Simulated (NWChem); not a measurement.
GeSiH3F3; SMILES F[Si](F)(F)[GeH3]

Program: NWChem. Pople sets run with spherical d functions. Coordinates come from a PBE0/def2-SVP optimisation. B3LYP is NWChem's, with the RPA form of VWN correlation. Total energies compare along this basis series because the functional is fixed.

```csv
level,basis functions,energy (Ha),highest occupied level (eV),orbital gap (eV),dipole (D)
B3LYP/STO-3G,45,-2636.2154,-4.62,9.91,0.65
B3LYP/3-21G,68,-2654.8054,-8.97,9.17,2.45
B3LYP/6-31G*,98,-2667.7667,-8.95,9.08,2.15
B3LYP/6-311G**,142,-2668.1405,-9.22,8.89,2.44
B3LYP/def2-TZVPD,244,-2668.2543,-9.20,(withheld),(withheld)
```

**Question.** Fill in the missing entries.

**Answer.** 
- B3LYP/def2-TZVPD, orbital gap (eV): 8.53
- B3LYP/def2-TZVPD, dipole (D): 2.31
